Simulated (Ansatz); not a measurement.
`[SiH3][O][In]([SH])[Cl]` and `[OH][In]([SH])[O][SiH3]` differ in one atom or group.

Ansatz, PBE0-D4/def2-TZVP geometries, multiplicity 1. Each molecule was computed in one conformer, which needn't be the lowest.

Elements past krypton have def2 core potentials.

| property | `[SiH3][O][In]([SH])[Cl]` |
| --- | --- |
| HOMO–LUMO gap (B3LYP/def2-TZVPP) / eV | 5.34 |
| size of the dipole moment (ωB97M-V/def2-TZVPP) / D | 1.55 |
| HOMO energy (PBE/def2-TZVPP) / eV | -6.95 |
| LUMO energy (PBE/def2-TZVPP) / eV | -3.21 |
| LUMO energy (PBE0/def2-TZVPP) / eV | -2.33 |
| HOMO–LUMO gap (PBE/def2-TZVPP) / eV | 3.74 |

(1) Give the same properties after the change, and the shifts. (Best estimate.)

Results:

(1) The calculation gave: 
```csv
property,`[OH][In]([SH])[O][SiH3]`,shift
HOMO–LUMO gap (B3LYP/def2-TZVPP) / eV,5.44,0.10
size of the dipole moment (ωB97M-V/def2-TZVPP) / D,0.42,-1.13
HOMO energy (PBE/def2-TZVPP) / eV,-6.77,0.18
LUMO energy (PBE/def2-TZVPP) / eV,-2.93,0.28
LUMO energy (PBE0/def2-TZVPP) / eV,-2.03,0.30
HOMO–LUMO gap (PBE/def2-TZVPP) / eV,3.84,0.10
```

With PBE0 the HOMO rises by 0.17 eV and the LUMO rises by 0.30 eV, so the gap widens by about 0.13 eV. PBE moves the HOMO by 0.18 eV and ωB97M-V by 0.16 eV. Dipoles are sizes alone; their direction can turn.

B3LYP here is the variant with VWN-RPA as its local correlation; programs differ in this.
